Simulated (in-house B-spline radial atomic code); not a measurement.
Results of a calculation; reference values are marked as such.
# Weak and strong correlation along the adiabatic connection

Two-electron singlets in several external potentials (atomic units), by full CI in B-splines with partial waves to l = 8 (correlation energies up to 0.6 % small). The repulsion is scaled by λ at fixed density; W(λ) is the mean repulsion less the Hartree energy, W(0) = E_x, and the area under W from 0 to 1 is E_xc.

Relative drop (W(λ) − E_x)/E_x:

```json
{"system": "−V exp(−r²/w²), V = 1.11, w = 4.98", "λ = 0.12": "0.0319", "λ = 0.25": "0.0611", "λ = 0.4": "0.0895", "λ = 0.6": "0.1203", "λ = 0.8": "0.1451", "λ = 1": "0.1654"}
{"system": "−Z/r, Z = 19", "λ = 0.12": "0.0010", "λ = 0.25": "0.0020", "λ = 0.4": "0.0032", "λ = 0.6": "0.0047", "λ = 0.8": "0.0063", "λ = 1": "0.0078"}
{"system": "−V exp(−r²/w²), V = 22.8, w = 0.977", "λ = 0.12": "0.0063", "λ = 0.25": "0.0129", "λ = 0.4": "0.0203", "λ = 0.6": "0.0296", "λ = 0.8": "0.0386", "λ = 1": "0.0471"}
{"system": "ω²r²/2, ω = 0.697", "λ = 0.12": "0.0188", "λ = 0.25": "0.0373", "λ = 0.4": "0.0565", "λ = 0.6": "0.0791", "λ = 0.8": "0.0988", "λ = 1": "0.1161"}
{"system": "−Z/r, Z = 1.16", "λ = 0.12": "0.0249", "λ = 0.25": "0.0488", "λ = 0.4": "0.0730", "λ = 0.6": "0.1007", "λ = 0.8": "0.1241", "λ = 1": "0.1441"}
{"system": "ω²r²/2 − Z/r, ω = 0.123, Z = 0.7", "λ = 0.12": "0.0280", "λ = 0.25": "0.0542", "λ = 0.4": "0.0802", "λ = 0.6": "0.1091", "λ = 0.8": "0.1331", "λ = 1": "0.1533"}
{"system": "ω²r²/2 − Z/r, ω = 0.165, Z = 2", "λ = 0.12": "0.0108", "λ = 0.25": "0.0218", "λ = 0.4": "0.0338", "λ = 0.6": "0.0487", "λ = 0.8": "0.0625", "λ = 1": "0.0753"}
```

(1) Order the systems by how far second-order (GL2) theory, half the initial slope (estimated from the first points of each curve), overshoots the correlation energy, least first.
A. −Z/r, Z = 19
B. ω²r²/2 − Z/r, ω = 0.165, Z = 2
C. ω²r²/2, ω = 0.697
D. −V exp(−r²/w²), V = 1.11, w = 4.98
E. −Z/r, Z = 1.16
F. −V exp(−r²/w²), V = 22.8, w = 0.977
G. ω²r²/2 − Z/r, ω = 0.123, Z = 0.7

(2) What else changes along this order?

Answers

(1) A (GL2/E_c = 1.01), F (GL2/E_c = 1.09), B (GL2/E_c = 1.15), C (GL2/E_c = 1.26), E (GL2/E_c = 1.34), G (GL2/E_c = 1.41), D (GL2/E_c = 1.46).

(2) The ratio follows the bend of the curve. With it the leading natural occupation goes from 2.000 to 1.910 and −T_c/E_c from 0.99 to 0.68 between the first and the last.
